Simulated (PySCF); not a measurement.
SMILES CB(O)[SeH] (PBE0/def2-SVP optimised geometry):

```
9

B      0.139     0.116     0.000
C      1.715     0.116     0.000
H      2.094    -0.377    -0.912
H      2.100    -0.462     0.858
H      2.160     1.119     0.046
O     -0.606    -1.019    -0.004
H     -0.070    -1.819    -0.003
Se    -0.818     1.819     0.000
H     -2.160     1.219    -0.008
```

Method: PySCF 2.14.0 with PBE0/def2-TZVP.

Question: What are the frontier orbital energies and the dipole moment?

Answer: HOMO-2 -9.75 eV, HOMO-1 -8.49 eV, HOMO -7.02 eV, LUMO 0.22 eV, LUMO+1 0.43 eV; dipole moment 2.33 D.

On the same geometry PBE/def2-TZVP (PySCF) gives HOMO-2 -8.36 eV, HOMO-1 -7.20 eV, HOMO -5.90 eV, LUMO -0.73 eV, LUMO+1 -0.40 eV; dipole moment 2.22 D.

Meta-Löwdin charges at PBE0/def2-TZVP: B1 0.22, C2 -0.48, H3 0.13, H4 0.13, H5 0.13, O6 -0.50, H7 0.36, Se8 -0.06, H9 0.07.
